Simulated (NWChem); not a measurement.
SiOH cation, singlet; SMILES [OH+]=[Si]

Program: NWChem. Pople sets run with spherical d functions. Low-valent species are run as closed-shell singlets; no triplet was tried in these runs. The geometry was optimised at PBE0/def2-SVP. Core excitations by TDA in a window of 1s orbitals, non-relativistic and unshifted: absolute energies depend strongly on the exact-exchange share.

| level | first 1s excitation (eV) | dipole oscillator strength of the first | first state with f > 0.002 (eV) | dipole oscillator strength of that state | relative time |
|---|---|---|---|---|---|
| O K edge, B3LYP/6-311G** | 517.8 | 0.0151 | 517.8 | 0.0151 | 1 |
| O K edge, PBE0/cc-pVTZ | 519.9 | 0.0154 | 519.9 | 0.0154 | 7 |
| Si K edge, BHandHLYP/cc-pVTZ | 1822.5 | 0.0108 | 1822.5 | 0.0108 | 7 |
| Si K edge, B3LYP/cc-pVTZ | 1797.9 | 0.0080 | 1797.9 | 0.0080 | 6 |

Relative times are rough (shared machine, one core).
